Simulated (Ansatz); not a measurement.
Total energies of ClF2H2NSn, SMILES `[NH2][Sn]([F])([F])[Cl]`.

Z-matrix (Å, degrees):
```
Sn
F 1 1.892
F 1 1.901 2 102.3
N 1 1.985 2 109.9 3 120.9
Cl 1 2.283 2 108.6 3 -115.3
H 4 1.013 1 112.2 2 152.0
H 4 1.013 1 112.8 2 -84.8
```

The species carries charge 0 and has multiplicity 1. Correlated methods include outer-core shells of Sn, which these sets cover unevenly. Sn takes the def2 core potential. Geometry: relaxed with PBE0-D4/def2-TZVP. It is one conformer, not always the lowest. Basis def2-TZVPP, Ansatz.

RPA on PBE orbitals: Hartree–Fock energy of these orbitals -927.51623 Eh, correlation -1.81994 Eh (frozen core).

| functional | kind | energy without D4 (Eh) | D4 term (kJ/mol) |
| --- | --- | --- | --- |
| LDA (SPW92) | LDA | -926.85347 | – |
| PBE | GGA | -929.95271 | -16.3 |
| revPBE | GGA | -930.26849 | -40.8 |
| BLYP | GGA | -930.31029 | -34.5 |
| r2SCAN | meta-GGA | -930.33872 | -3.8 |
| B97M-V | meta-GGA with VV10 | -930.19955 | – |
| PBE0 | global hybrid, 25 % exact exchange | -929.99566 | -13.9 |
| B3LYP | global hybrid, 20 % | -930.48125 | -26.5 |
| r2SCANh | meta-GGA hybrid, 10 % | -930.30956 | -4.1 |
| r2SCAN0 | meta-GGA hybrid, 25 % | -930.26762 | -4.6 |
| HSE06 (plane-wave form) | screened hybrid | -929.97583 | -13.2 |
| BHLYP | global hybrid, 50 % | -930.21807 | -23.0 |
| CAM-B3LYP | range-separated hybrid | -930.32809 | -14.4 |
| LC-ωPBE | long-range corrected hybrid | -930.16765 | – |
| ωB97X-V | range-separated hybrid GGA with VV10 | -930.22544 | – |
| ωB97M-V | range-separated hybrid meta-GGA with VV10 | -930.26126 | – |
| B2PLYP | double hybrid | -929.91419 | – |
| PBE-QIDH | double hybrid | -929.68918 | – |

B3LYP takes the VWN-RPA correlation (the form of Gaussian; ORCA's B3LYP/G). HSE06 is the plane-wave form, built on full-range PBE exchange. The double hybrids freeze the cores in their second-order part.

LC-ωPBE has ω = 0.4 bohr⁻¹.
